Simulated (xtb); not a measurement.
C₂H₆ClGe (SMILES [CH3][Ge]([CH3])[Cl]), doublet, geometry from GFN2-xTB, atoms displaced at random by about 0.05 Å a coordinate. Base run: GFN1-xTB (xtb).

xtb was given this input:
```
$ xtb mol.xyz --gfn 1 --uhf 1 --opt --json

# file mol.xyz
10

C     -1.49349298    -1.33800014    -0.24507409
Ge     0.03042846    -0.21927707     0.53977939
C      1.87781904    -0.94720416    -0.22991399
Cl    -0.19902871     1.70001293    -0.64752584
H     -2.41668794    -0.93277152     0.00967816
H     -1.42872767    -2.39779977     0.16039147
H     -1.32405229    -1.40247129    -1.32247407
H      1.59851580    -1.01608079    -1.24337678
H      2.64991976    -0.28962334    -0.03195694
H      1.99027221    -1.84344806     0.23887375
```

The base run was repeated with changes; each row names its change, and settings that it needs were set with it.

| change | ΔE vs base (kJ/mol) | optimiser steps |
|---|---|---|
| base | 0.00 | 7 |
| engine = lbfgs | 0.00 | - |
| opt level = vtight | -0.01 | 16 |
| opt level = loose | 0.00 | 7 |
| alpb = toluene | -19.32 | 7 |
| opt level = crude | 0.23 | 5 |
| opt level = extreme | -0.01 | 17 |
| alpb = water | -0.62 | 7 |
| engine = inertial | 0.02 | - |
| opt level = tight | -0.01 | 9 |
